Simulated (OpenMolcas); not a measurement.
# Nd⁴⁺: from CASSCF to CASPT2

```json
{
  "Program": "OpenMolcas",
  "Basis": "ANO-RCC-VTZP [8s7p5d3f2g1h]",
  "Scalar Hamiltonian": "DKH2, point nucleus",
  "Active space": "2 electrons in 7 orbitals (4f)",
  "State averaging": "2S+1 = 3 even, 21 roots; 2S+1 = 1 even, 28 roots (27 in the spin-orbit step)",
  "Spin-orbit coupling": "RASSI with atomic mean-field integrals over the reference wave functions, term energies averaged over their components"
}
```

Methods on the same reference wave functions:
A. CASSCF
B. SS-CASPT2, IPEA 0.25 Eh, imaginary shift 0.1 Eh (closed shells correlated: 5s 5p)

Energies in cm⁻¹ above 4f² ³H₄, the measured ground level; measured values from the list in Carvajal Gallego et al., Mon. Not. R. Astron. Soc. 518, 332 (2023).

| Level | A | B | Measured |
| --- | --- | --- | --- |
| 4f² ³H₄ | 0.0 | 0.0 | 0.0 |
| 4f² ³H₅ | 2983 | 3010 | 2834 |
| 4f² ³H₆ | 6097 | 6120 | 5743 |
| 4f² ³F₂ | 7775 | 6500 | 5894 |
| 4f² ³F₃ | 9708 | 8470 | 7785 |
| 4f² ¹D₂ | 26943 | 23550 | 20551 |
| 4f² ¹I₆ | 32224 | 29930 | 26088 |
| 4f² ³P₀ | 33837 | 29650 | 25051 |
| 4f² ³P₁ | 34367 | 30180 | 25893 |
| 4f² ³P₂ | 36004 | 31880 | 27479 |

Deviations, from unrounded energies. A percentage is the sum of absolute deviations over the sum of measured energies, with the sign that they share, or ± where signs differ.

| Against measurement | Levels | A | B |
| --- | --- | --- | --- |
| mean absolute deviation (cm-1) | 9 | 4700 | 2400 |
| fine structure of the ground term (%) | 2 | +5.9 | +6.4 |
| other terms of the ground configuration (%) | 7 | +30.4 | +15.4 |

B lies closest to measurement on these levels. The largest miss of B in the table is 4f² ³P₀, by +4600 cm-1. The ranking rests on the paired levels alone, and a cruder setting can come out closer through cancelling errors.

From A to B the spin-free energies of the other terms of 4f² shown, above ³H, scale by factors of 0.81 to 0.92, as is usual when dynamic correlation screens the repulsion within a d or f shell.

The lowest spin-free term lies below A's lowest term by 0.237 hartree in B.

CASPT2 does not keep the components of a term degenerate, so their means are used; among the terms shown or strongly mixed into the levels shown the widest spread is 880 cm-1 (4f² ¹I, B). Some high roots are left out of the spin-orbit mixing, which shifts the levels that they would mix with. Without dynamic correlation excited terms often stand tens of per cent too high (terms of higher spin than the ground term too low), and those without a measured partner can miss by more than the paired ones (holds for A). Some levels mix across a computed gap that differs much from the measured one, so their mixing is not that of the real levels (holds for A). The CASPT2 spread within a term exceeds the gap to the next term for 4f² ¹I and 4f² ³P, so the order of their levels is uncertain (holds for B). Some terms miss by over 15 % even with CASPT2, which points to a basis or an active space too small for the shells correlated (holds for B). Measured partners are found by configuration, term and J. A level has none where our copy of the source lacks it or the pairing is in doubt (some pairs that miss far off the trend of their configuration count as doubtful), and it then counts in no deviation. Only configurations of the active space appear. The table leaves out levels that lie high or whose names do not pair safely across all columns.
